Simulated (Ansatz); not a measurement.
The same group exchange along the group B, Al, Ga, In.

Calculated with Ansatz (gas phase, PBE0-D4/def2-TZVP geometries, no zero-point term in ΔE). CCSD(T)/CBS adds triple-zeta CCSD(T) − MP2 to the extrapolated MP2 energy (def2 sets, frozen cores). This one scheme is used for every species. def2 core potentials past Kr. For Ga, In outer-core shells are correlated without core-valence functions, which leaves a few kJ/mol of doubt a bond. Scalar relativity is left out up to krypton.

(1) Order these by ΔE at CCSD(T)/CBS, lowest first. (Best estimate.)
A. `B[SiH2]F` + `CCl` → `F[SiH2]Cl` + `BC`
B. `F[SiH2][AlH2]` + `CCl` → `F[SiH2]Cl` + `[CH3][AlH2]`
C. `F[SiH2][GaH2]` + `CCl` → `F[SiH2]Cl` + `[CH3][GaH2]`
D. `F[SiH2][InH2]` + `CCl` → `F[SiH2]Cl` + `[CH3][InH2]`

Largest T1 diagnostic: 0.014, for `F[SiH2][InH2]`.

## Answers

(1) A (-48.3 kcal/mol), B (-43.6 kcal/mol), C (-38.4 kcal/mol), D (-33.1 kcal/mol).
